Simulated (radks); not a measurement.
The holmium ion Ho+, 66 electrons, occupied as [Xe] 4f11 6s1 (the NIST ground configuration). Calculated with a radial shooting solver on a logarithmic mesh with Libxc functionals: Dirac Kohn-Sham, BLYP, spin-unpolarised, spherical densities, point nucleus; open shells are shared between the two j in proportion to 2j + 1.

Normalised radial functions P(r) = r R(r) (large component), r in bohr:

```
   r/bohr * 4d5/2, o 4f5/2 (the largest magnitude, 1.38, reaches the edge; | marks zero, & curves that meet)
 0.001873                             &
 0.002538                             &
 0.003468                             &
   0.0047                             &
 0.006369                             &
 0.008701                             &
  0.01179                             &
  0.01598                             &
  0.02183                             o*
  0.02959                             o *
  0.04043                             o  *
  0.05479                             o     *
  0.07425                             |o        *
   0.1014                             | o           *
   0.1375                             |   o           *
   0.1863                             |       o   *
   0.2545                             *            o
    0.345             *               |                 o
   0.4675  *                          |                    o
   0.6387   *                         |                    o
   0.8657             *               |                o
    1.173                      *      |           o
    1.603                           * |       o
    2.172                             *   o
    2.944                             * o
    4.022                             *o
    5.451                             &
    7.387                             &
    10.09                             &
```

4d5/2: eigenvalue -162.20 eV, 1 radial node at r = 0.252 bohr, <r> = 0.601 bohr, 90 % of the charge inside 0.905 bohr. 4f5/2: eigenvalue -10.017 eV, 0 radial nodes, <r> = 0.840 bohr, 90 % of the charge inside 1.47 bohr.
